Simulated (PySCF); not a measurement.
Isomers of C6H9N3O, mass 139.075 u with the commonest isotopes. Method: PBE0/pcSseg-1 in PySCF (dipole) on a GFN2-xTB geometry, gas phase. One conformer each, none proved a minimum here; rigid rotors.

Problem. Order these by radius of gyration √(Σ m r²/M), smallest first.
A. `[CH3:1][CH2:2][n:3]1[cH:4][n:5][n:6][c:7]1[C:8]([CH3:9])=[O:10]` with C1–C2–N3–C4 95°, N6–C7–C8–C9 3°
B. `[CH3:1][CH2:2][c:3]1[nH:4][n:5][n:6][c:7]1[C:8]([CH3:9])=[O:10]` with C1–C2–C3–N4 95°, N6–C7–C8–C9 2°
C. `[CH3:1][C:2](=[O:3])[c:4]1[n:5][n:6][c:7]([CH3:8])[n:9]1[CH3:10]` with C1–C2–C4–N5 -7°
D. `[CH3:1][CH2:2][CH2:3][n:4]1[cH:5][c:6]([CH:7]=[O:8])[n:9][n:10]1` with C1–C2–C3–N4 -65°, C2–C3–N4–C5 94°, C5–C6–C7–O8 0°

Solution. A (2.112 Å), B (2.156 Å), C (2.178 Å), D (2.365 Å).

Problem. Order these by out-of-plane moment Σ m c² = (Ia + Ib − Ic)/2, smallest first.
A. `[CH3:1][CH2:2][n:3]1[cH:4][c:5]([C:6]([CH3:7])=[O:8])[n:9][n:10]1` with C1–C2–N3–C4 78°, C4–C5–C6–C7 178°
B. `[CH3:1][C:2](=[O:3])[c:4]1[n:5][n:6][c:7]([CH3:8])[n:9]1[CH3:10]` with C1–C2–C4–N5 -7°
C. `[CH2:1]=[CH:2][c:3]1[c:4]([O:5][CH3:6])[n:7][n:8][n:9]1[CH3:10]` with C1–C2–C3–C4 0°, C3–C4–O5–C6 180°
D. `[CH2:1]=[CH:2][CH2:3][n:4]1[n:5][cH:6][c:7]([O:8][CH3:9])[n:10]1` with C1–C2–C3–N4 125°, C2–C3–N4–N5 79°, C6–C7–O8–C9 179°
E. `[CH3:1][CH2:2][CH2:3][n:4]1[cH:5][c:6]([CH:7]=[O:8])[n:9][n:10]1` with C1–C2–C3–N4 -65°, C2–C3–N4–C5 94°, C5–C6–C7–O8 0°
F. `[CH3:1][C:2](=[O:3])[c:4]1[c:5]([CH3:6])[n:7][n:8][n:9]1[CH3:10]` with C1–C2–C4–C5 0°

Solution. C (3.19 u·Å²), F (4.71 u·Å²), B (5.11 u·Å²), A (22.18 u·Å²), D (30.27 u·Å²), E (39.51 u·Å²).

Problem. Order these by rotational constant C, largest first.
A. `[CH3:1][CH2:2][CH2:3][n:4]1[cH:5][c:6]([CH:7]=[O:8])[n:9][n:10]1` with C1–C2–C3–N4 -65°, C2–C3–N4–C5 94°, C5–C6–C7–O8 0°
B. `[CH3:1][CH2:2][n:3]1[cH:4][n:5][n:6][c:7]1[C:8]([CH3:9])=[O:10]` with C1–C2–N3–C4 95°, N6–C7–C8–C9 3°
C. `[CH3:1][CH2:2][n:3]1[cH:4][c:5]([C:6]([CH3:7])=[O:8])[n:9][n:10]1` with C1–C2–N3–C4 78°, C4–C5–C6–C7 178°
D. `[CH3:1][C:2](=[O:3])[c:4]1[n:5][n:6][c:7]([CH3:8])[n:9]1[CH3:10]` with C1–C2–C4–N5 -7°
E. `[CH3:1][CH2:2][c:3]1[nH:4][n:5][n:6][c:7]1[C:8]([CH3:9])=[O:10]` with C1–C2–C3–N4 95°, N6–C7–C8–C9 2°

Solution. B (845.0 MHz), E (809.9 MHz), D (771.9 MHz), A (684.2 MHz), C (654.9 MHz).

```tsv
SMILES	point group	Ia (u·Å²)	Ib (u·Å²)	Ic (u·Å²)	κ	μa (D)	μb (D)	μc (D)
CCCn1cc(C=O)nn1	C1	182.88	634.83	738.69	-0.89	4.69	1.25	1.50
CC(=O)c1nnc(C)n1C	C1	188.12	476.78	654.69	-0.70	2.12	3.07	0.43
CCn1cc(C(C)=O)nn1	C1	143.31	672.75	771.71	-0.93	4.01	1.10	0.46
CCc1[nH]nnc1C(C)=O	C1	293.88	374.43	624.04	0.19	3.52	0.36	0.45
C=Cc1c(OC)nnn1C	Cs	264.31	395.59	653.53	-0.11	1.59	2.11	0.00
CCn1cnnc1C(C)=O	C1	290.73	351.58	598.05	0.33	2.34	2.40	0.64
C=CCn1ncc(OC)n1	C1	182.09	639.53	761.08	-0.88	0.57	1.55	0.50
CC(=O)c1c(C)nnn1C	Cs	295.12	328.41	614.11	0.61	2.09	1.44	0.01
```
